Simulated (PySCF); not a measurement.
GeHO, SMILES [OH][Ge] (connectivity only; charge and spin as stated), neutral, multiplicity 2.

The structure is a stationary point at PBE0-D3(BJ)/def2-TZVP.

Method: PBE0-D3(BJ)/def2-TZVP in PySCF 2.14.0.

Frequencies are harmonic and unscaled.

```json
[
 {"mode": "1", "ν (cm⁻¹)": "692", "IR (km/mol)": "127.9", "moving atoms (share of kinetic energy)": "O 80 %, Ge 19 %"},
 {"mode": "2", "ν (cm⁻¹)": "790", "IR (km/mol)": "67.9", "moving atoms (share of kinetic energy)": "H 93 %"},
 {"mode": "3", "ν (cm⁻¹)": "3860", "IR (km/mol)": "91.2", "moving atoms (share of kinetic energy)": "H 94 %"}
]
```
